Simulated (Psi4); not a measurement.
A run for Psi4: SAPT0/jun-cc-pV(D+d)Z on C4H12 (a complex).

```
memory 2025 MB

molecule dimer {
0 1
C     0.01762363    0.15924781    0.17468270
H     0.11246673    0.26709414   -0.90488551
H    -0.89601535   -0.38639794    0.40612942
H     0.87463858   -0.38907786    0.56258783
H    -0.02230556    1.14428219    0.63701222
--
0 1
C     0.41822768   -1.29513750    3.82847301
C     0.48756521    0.22384982    3.96027217
C    -0.89035242    0.88010576    3.94891877
H     1.41302508   -1.74486521    3.83521600
H    -0.15180665   -1.73423993    4.65110200
H    -0.07255010   -1.58470716    2.89640805
H     1.09145750    0.63233485    3.14516759
H     1.00843263    0.48589028    4.88606634
H    -0.81918763    1.96558257    4.04165850
H    -1.42113932    0.65870204    3.02011425
H    -1.50538299    0.51446837    4.77506803
units angstrom
symmetry c1
no_reorient
no_com
}

set {
  basis jun-cc-pV(D+d)Z
  scf_type df
  freeze_core true
}

energy('sapt0')
```

Program output:

```
[...]
==> Input File <==

--------------------------------------------------------------------------
memory 2025 MB

molecule dimer {
0 1
C     0.01762363    0.15924781    0.17468270
H     0.11246673    0.26709414   -0.90488551
H    -0.89601535   -0.38639794    0.40612942
H     0.87463858   -0.38907786    0.56258783
H    -0.02230556    1.14428219    0.63701222
--
0 1
C     0.41822768   -1.29513750    3.82847301
C     0.48756521    0.22384982    3.96027217
C    -0.89035242    0.88010576    3.94891877
H     1.41302508   -1.74486521    3.83521600
H    -0.15180665   -1.73423993    4.65110200
H    -0.07255010   -1.58470716    2.89640805
H     1.09145750    0.63233485    3.14516759
H     1.00843263    0.48589028    4.88606634
H    -0.81918763    1.96558257    4.04165850
H    -1.42113932    0.65870204    3.02011425
H    -1.50538299    0.51446837    4.77506803
units angstrom
symmetry c1
no_reorient
no_com
}

set {
  basis jun-cc-pV(D+d)Z
  scf_type df
  freeze_core true
}

energy('sapt0')
--------------------------------------------------------------------------


   => Loading Basis Set <=

    Name: JUN-CC-PV(D+D)Z
    Role: ORBITAL
    Keyword: BASIS
    atoms 1, 6-8    entry C          line   188 file jun-cc-pv_dpd_z.gbs
    atoms 2-5, 9-16 entry H          line    60 file jun-cc-pv_dpd_z.gbs

   => Loading Basis Set <=

    Name: JUN-CC-PV(D+D)Z
    Role: ORBITAL
    Keyword: BASIS
    atoms 1, 6-8    entry C          line   188 file jun-cc-pv_dpd_z.gbs
    atoms 2-5, 9-16 entry H          line    60 file jun-cc-pv_dpd_z.gbs


  //>>>>>>>>>>>>>>>>>>>>>>>>>>>>>>>>>>>//
  //              Dimer HF             //
  //<<<<<<<<<<<<<<<<<<<<<<<<<<<<<<<<<<<//

   => Libint2 <=

    Primary   basis highest AM E, G, H:  7, 6, 3
    Auxiliary basis highest AM E, G, H:  7, 7, 4
    Onebody   basis highest AM E, G, H:  -, -, -
    Solid Harmonics ordering:            Gaussian


   => Loading Basis Set <=

    Name: JUN-CC-PV(D+D)Z
    Role: ORBITAL
    Keyword: BASIS
    atoms 1, 6-8    entry C          line   188 file jun-cc-pv_dpd_z.gbs
    atoms 2-5, 9-16 entry H          line    60 file jun-cc-pv_dpd_z.gbs


         ---------------------------------------------------------
                                   SCF
               by Justin Turney, Rob Parrish, Andy Simmonett
                          and Daniel G. A. Smith
                              RHF Reference
                        1 Threads,   1931 MiB Core
         ---------------------------------------------------------

  ==> Geometry <==

    Molecular point group: c1
    Full point group: C1

    Geometry (in Angstrom), charge = 0, multiplicity = 1:

       Center              X                  Y                   Z               Mass
    ------------   -----------------  -----------------  -----------------  -----------------
         C            0.017623630000     0.159247810000     0.174682700000    12.000000000000
         H            0.112466730000     0.267094140000    -0.904885510000     1.007825032230
         H           -0.896015350000    -0.386397940000     0.406129420000     1.007825032230
         H            0.874638580000    -0.389077860000     0.562587830000     1.007825032230
         H           -0.022305560000     1.144282190000     0.637012220000     1.007825032230
         C            0.418227680000    -1.295137500000     3.828473010000    12.000000000000
         C            0.487565210000     0.223849820000     3.960272170000    12.000000000000
         C           -0.890352420000     0.880105760000     3.948918770000    12.000000000000
         H            1.413025080000    -1.744865210000     3.835216000000     1.007825032230
         H           -0.151806650000    -1.734239930000     4.651102000000     1.007825032230
         H           -0.072550100000    -1.584707160000     2.896408050000     1.007825032230
         H            1.091457500000     0.632334850000     3.145167590000     1.007825032230
         H            1.008432630000     0.485890280000     4.886066340000     1.007825032230
         H           -0.819187630000     1.965582570000     4.041658500000     1.007825032230
         H           -1.421139320000     0.658702040000     3.020114250000     1.007825032230
         H           -1.505382990000     0.514468370000     4.775068030000     1.007825032230

  Running in c1 symmetry.

  Rotational constants: A =      0.23718  B =      0.02425  C =      0.02284 [cm^-1]
  Rotational constants: A =   7110.37209  B =    726.84814  C =    684.65161 [MHz]
  Nuclear repulsion =  130.984654741822709

  Charge       = 0
  Multiplicity = 1
  Electrons    = 36
  Nalpha       = 18
  Nbeta        = 18

  ==> Algorithm <==

  SCF Algorithm Type is DF.
  DIIS enabled.
  MOM disabled.
  Fractional occupation disabled.
  Guess Type is SAD.
  Energy threshold   = 1.00e-08
  Density threshold  = 1.00e-08
  Integral threshold = 1.00e-12

  ==> Primary Basis <==

  Basis Set: JUN-CC-PV(D+D)Z
    Blend: JUN-CC-PV(D+D)Z
    Number of s
[...]
802   112A      2.602329
     113A      2.609970   114A      2.647629   115A      2.742745
     116A      2.743921   117A      2.756819   118A      2.796042
     119A      2.826734   120A      2.847317   121A      2.859234
     122A      2.952058   123A      2.994186   124A      3.001384
     125A      3.016790   126A      3.019131   127A      3.078100
     128A      3.551068   129A      5.046715   130A      5.051298
     131A      5.060566   132A     18.435139

    Final Occupation by Irrep:
              A
    DOCC [    13 ]
    NA   [    13 ]
    NB   [    13 ]

  @DF-RHF Final Energy:  -118.27323449858685

   => Energetics <=

    Nuclear Repulsion Energy =             82.6072066888512921
    One-Electron Energy =                -321.4598262819082493
    Two-Electron Energy =                 120.5793850944700978
    Total Energy =                       -118.2732344985868451

Computation Completed


Properties will be evaluated at   0.000000,   0.000000,   0.000000 [a0]

Properties computed using the SCF density matrix


 Multipole Moments:

 ------------------------------------------------------------------------------------
     Multipole            Electronic (a.u.)      Nuclear  (a.u.)        Total (a.u.)
 ------------------------------------------------------------------------------------

 L = 1.  Multiply by 2.5417464519 to convert [e a0] to [Debye]
 Dipole X            :          0.7148664           -0.6888215            0.0260449
 Dipole Y            :          3.7079206           -3.6923845            0.0155361
 Dipole Z            :       -192.1385866          192.1412759            0.0026893
 Magnitude           :                                                    0.0304457

 ------------------------------------------------------------------------------------

  Constructing Basis Sets for SAPT...

   => Loading Basis Set <=

    Name: (JUN-CC-PV(D+D)Z AUX)
    Role: RIFIT
    Keyword: DF_BASIS_SAPT
    atoms 1, 6-8    entry C          line   100 file jun-cc-pvdz-ri.gbs
    atoms 2-5, 9-16 entry H          line    30 file jun-cc-pvdz-ri.gbs

   => Loading Basis Set <=

    Name: (JUN-CC-PV(D+D)Z AUX)
    Role: JKFIT
    Keyword: DF_BASIS_ELST
    atoms 1, 6-8    entry C          line   146 file jun-cc-pvdz-jkfit.gbs
    atoms 2-5, 9-16 entry H          line    70 file jun-cc-pvdz-jkfit.gbs


  //>>>>>>>>>>>>>>>>>>>>>>>>>>>>>>>>>>>//
  //               SAPT0               //
  //<<<<<<<<<<<<<<<<<<<<<<<<<<<<<<<<<<<//



        SAPT0
    Ed Hohenstein
     6 June 2009

      Orbital Information
  --------------------------
    NSO        =       132
    NMO        =       132
    NRI        =       428
    NRI (Elst) =       592
    NOCC A     =         5
    NOCC B     =        13
    FOCC A     =         1
    FOCC B     =         3
    NVIR A     =       127
    NVIR B     =       119

    Elst10,r            =    -0.000646219662 [Eh]
    Exch10              =     0.002080083559 [Eh]
    Exch10 (S^2)        =     0.002078886150 [Eh]

    Maxiter = 50
    CPHF R converge = 1.000000E-08

    Iter     Energy [mEh]          dE [mEh]         Residual      Time [s]
       1      -0.10659814       0.106598141     1.223937e-03             0
       2      -0.12814110       0.021542962     1.632519e-04             0
       3      -0.12796317      -0.000177933     4.658702e-05             0
       4      -0.12779628      -0.000166894     8.368735e-06             0
       5      -0.12781716       0.000020882     1.217357e-06             0
       6      -0.12781772       0.000000559     1.731214e-07             0
       7      -0.12781733      -0.000000391     2.429266e-08             0
       8      -0.12781737       0.000000041     3.400906e-09             0

    CHF Iterations converged

    Maxiter = 50
    CPHF R converge = 1.000000E-08

    Iter     Energy [mEh]          dE [mEh]         Residual      Time [s]
       1      -0.09433952       0.094339517     1.128598e-03             0
       2      -0.11142597       0.017086449     2.030394e-04             0
       3      -0.11173676       0.000310793     4.513372e-05             0
       4      -0.11154381      -0.000192950     8.560445e-06             0
       5      -0.11154196      -0.000001847     2.287865e-06             0
       6      -0.11154811       0.000006149     4.656476e-07             0
       7      -0.11154783      -0.000000285     1.378087e-07             0
       8      -0.11154758      -0.000000245     2.271547e-08             0
       9      -0.11154761       0.000000032     4.181844e-09             0

    CHF Iterations converged

    Ind20,r (A<-B)      =    -0.000127817367 [Eh]
    Ind20,r (B<-A)      =    -0.000111547613 [Eh]
    Ind20,r             =    -0.000239364979 [Eh]
    Exch-Ind20,r (A<-B) =     0.000112592895 [Eh]
    Exch-Ind20,r (B<-A) =     0.000105101638 [Eh]
    Exch-Ind20,r        =     0.000217694533 [Eh]
    Disp20              =    -0.002225139952 [Eh]
    Disp20 (SS)         =    -0.001112569976 [Eh]
    Disp20 (OS)         =    -0.001112569976 [Eh]
    Exch-Disp20         =     0.000155574871 [Eh]
    Exch-Disp20 (SS)    =     0.000089759854 [Eh]
    Exch-Disp20 (OS)    =     0.000065815017 [Eh]

    SAPT Results
  --------------------------------------------------------------------------------------------------------
    Electrostatics                 -0.64621966 [mEh]      -0.40550896 [kcal/mol]      -1.69664949 [kJ/mol]
      Elst10,r                     -0.64621966 [mEh]      -0.40550896 [kcal/mol]      -1.69664949 [kJ/mol]

    Exchange                        2.08008356 [mEh]       1.30527214 [kcal/mol]       5.46125863 [kJ/mol]
      Exch10                        2.08008356 [mEh]       1.30527214 [kcal/mol]       5.46125863 [kJ/mol]
      Exch10(S^2)                   2.07888615 [mEh]       1.30452075 [kcal/mol]       5.45811483 [kJ/mol]

    Induction                      -0.12552485 [mEh]      -0.07876803 [kcal/mol]      -0.32956545 [kJ/mol]
      Ind20,r                      -0.23936498 [mEh]      -0.15020379 [kcal/mol]      -0.62845267 [kJ/mol]
      Exch-Ind20,r                  0.21769453 [mEh]       0.13660538 [kcal/mol]       0.57155692 [kJ/mol]
      delta HF,r (2)               -0.10385441 [mEh]      -0.06516962 [kcal/mol]      -0.27266970 [kJ/mol]

    Dispersion                     -2.06956508 [mEh]      -1.29867169 [kcal/mol]      -5.43364237 [kJ/mol]
      Disp20                       -2.22513995 [mEh]      -1.39629640 [kcal/mol]      -5.84210414 [kJ/mol]
      Exch-Disp20                   0.15557487 [mEh]       0.09762471 [kcal/mol]       0.40846177 [kJ/mol]
      Disp20 (SS)                  -1.11256998 [mEh]      -0.69814820 [kcal/mol]      -2.92105207 [kJ/mol]
      Disp20 (OS)                  -1.11256998 [mEh]      -0.69814820 [kcal/mol]      -2.92105207 [kJ/mol]
      Exch-Disp20 (SS)              0.08975985 [mEh]       0.05632516 [kcal/mol]       0.23566446 [kJ/mol]
      Exch-Disp20 (OS)              0.06581502 [mEh]       0.04129955 [kcal/mol]       0.17279730 [kJ/mol]

  Total HF                          1.30833905 [mEh]       0.82099515 [kcal/mol]       3.43504369 [kJ/mol]
  Total SAPT0                      -0.76122604 [mEh]      -0.47767655 [kcal/mol]      -1.99859868 [kJ/mol]

  Special recipe for scaled SAPT0 (see Manual):
    Electrostatics sSAPT0          -0.64621966 [mEh]      -0.40550896 [kcal/mol]      -1.69664949 [kJ/mol]
    Exchange sSAPT0                 2.08008356 [mEh]       1.30527214 [kcal/mol]       5.46125863 [kJ/mol]
    Induction sSAPT0               -0.12514847 [mEh]      -0.07853185 [kcal/mol]      -0.32857726 [kJ/mol]
    Dispersion sSAPT0              -2.06929610 [mEh]      -1.29850291 [kcal/mol]      -5.43293616 [kJ/mol]
  Total sSAPT0                     -0.76058067 [mEh]      -0.47727158 [kcal/mol]      -1.99690427 [kJ/mol]
  --------------------------------------------------------------------------------------------------------



*** Psi4 exiting successfully. Buy a developer a beer!
```

The run finished.

Cost: roughly 8 core-seconds.
